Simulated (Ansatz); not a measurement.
Geometry optimisation, RKS PBE0-D4/def2-SVP in Ansatz.

input.yaml

```yaml
crystal:
  periodic: [false, false, false]
  atoms:
    - { symbol: O, position_ang: [-1.01767, 1.09426, 0.42373] }
    - { symbol: C, position_ang: [-0.92667, 0.96079, -0.7757] }
    - { symbol: S, position_ang: [0.14222, -0.18728, -1.45364] }
    - { symbol: Si, position_ang: [0.72249, -0.74909, 0.6075] }
    - { symbol: H, position_ang: [-1.50354, 1.54802, -1.49596] }
    - { symbol: H, position_ang: [-0.47355, -1.29928, 1.21683] }
    - { symbol: H, position_ang: [0.8751, -0.98486, -2.30872] }
    - { symbol: H, position_ang: [1.35755, 0.42499, 1.17565] }
basis:
  gaussian: { orbitals: def2-SVP }
hamiltonian:
  xc: pbe0
  dispersion: d4
relax:
  f_tol: 0.02
  max_steps: 50
```

Run as:

```bash
$ ansatz run input.yaml --threads 2 --pin off --max-ram 3072MiB --backend cpu --events-out ev --progress --plain --runs-dir out
```

Problem. Where does it end, and by what steps?

Solution. It converged. After 29 steps the energy has fallen by 3.307 eV; H5 moved furthest, 1.37 Å.

```
step  energy less start (eV)  largest force component (eV/Å)  accepted
   0                  0.0000                           4.047       yes
   2                 -1.6850                           1.629       yes
   4                 -2.3631                           1.226       yes
   6                 -2.8783                           1.005       yes
   8                 -3.1720                           0.666       yes
  10                 -3.2095                           0.491       yes
  12                 -3.2230                           0.395        no
  14                 -3.2452                           0.078       yes
  16                 -3.2546                           0.350       yes
  18                 -3.2677                           0.184       yes
  20                 -3.2581                           1.026        no
  22                 -3.2940                           0.281       yes
  24                 -3.3031                           0.231       yes
  26                 -3.3055                           0.150       yes
  28                 -3.3066                           0.105       yes
  29                 -3.3071                           0.015       yes
```

```xyz
8
Properties=species:S:1:pos:R:3
O -1.964 1.146 -0.116
C -0.975 0.925 -0.726
S -0.491 -0.795 -1.190
Si 1.143 -1.099 0.568
H -0.211 1.670 -1.043
H -0.054 -1.026 1.516
H 0.377 -0.443 -2.167
H 1.351 0.429 0.547
```

Time of the run: 69 s on 2 threads of Intel(R) Xeon(R) Platinum 8488C (Sapphire Rapids) (shared host), peak memory 0.19 GiB.
